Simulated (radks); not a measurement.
The numbers below are computed, except where a source is named.
Polarisability of the silicon ion Si3+, [Ne] 3s1, at imaginary frequency. Code: a radial shooting solver on a logarithmic mesh with Libxc functionals. Model: scalar-relativistic Kohn-Sham, PBE, spin-unpolarised, spherical densities, finite nucleus; Fermi nuclear charge, rms radius 3.1224 fm. Response by self-consistent Sternheimer equations with the Hartree and adiabatic LDA kernel, the relativistic mass of each level held fixed and spin-orbit coupling left out.

w (hartree),alpha1(iw) (bohr^3),alpha2(iw) (bohr^5)
0.00266,6.282,12.95
0.0143,6.273,12.95
0.0360,6.221,12.92
0.0697,6.058,12.83
0.118,5.680,12.62
0.186,4.981,12.15
0.280,3.960,11.27
0.413,2.800,9.798
0.605,1.776,7.697
0.892,1.044,5.275
1.35,0.5924,3.088
2.12,0.3371,1.534
3.59,0.1903,0.6390
6.94,0.09055,0.2082
17.5,0.02342,0.03982

Static values: alpha1 = 6.282 bohr^3 (0.9310 angstrom^3; uncoupled 7.931), alpha2 = 12.95 bohr^5, alpha3 = 51.18 bohr^7. C6 = 11.29, C8 = 155.2, triple-dipole C9 = 51.46 atomic units. One-pole (London) frequency 4 C6 / (3 alpha1^2) = 0.381 hartree, against 1.451 for minus the highest occupied eigenvalue.
